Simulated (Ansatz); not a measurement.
Calculated with Ansatz (gas phase, PBE0-D4/def2-TZVP geometries, no zero-point term in ΔE). CCSD(T)/CBS adds triple-zeta CCSD(T) − MP2 to the extrapolated MP2 energy (def2 sets, frozen cores). def2 core potentials past Kr. For Te outer-core shells are correlated without core-valence functions, which leaves a few kJ/mol of doubt a bond. Each species was taken in one conformer, which may not be the lowest.

`C[SiH](N)[TeH]` + `OC(=S)S` → `CSC(O)=S` + `N[SiH2][TeH]`  (substitution at a C–Si bond)

```json
{"species": "`C[SiH](N)[TeH]`", "CCSD(T)/def2-TZVPP energy (Eh)": "-653.47705"}
{"species": "`OC(=S)S`", "CCSD(T)/def2-TZVPP energy (Eh)": "-909.82695"}
{"species": "`CSC(O)=S`", "CCSD(T)/def2-TZVPP energy (Eh)": "-949.06324"}
{"species": "`N[SiH2][TeH]`", "CCSD(T)/def2-TZVPP energy (Eh)": "-614.21971"}
```

(1) Work out ΔE.

Largest T1 diagnostic among the species: 0.017.

## Answers

(1) ΔE = (-949.06324) + (-614.21971) − (-653.47705) − (-909.82695) = 0.02105 Eh = +55.3 kJ/mol. CCSD(T)/CBS gives +54.3 kJ/mol.

In def2-TZVPP, CCSD(T) changes the Hartree–Fock value by −3.1 kJ/mol (the triples alone add −2.8 kJ/mol) and MP2 by −3.6 kJ/mol. From PBE to PBE0 (25 % exact exchange), in def2-TZVPP and without D4, ΔE moves by +4.7 kJ/mol.
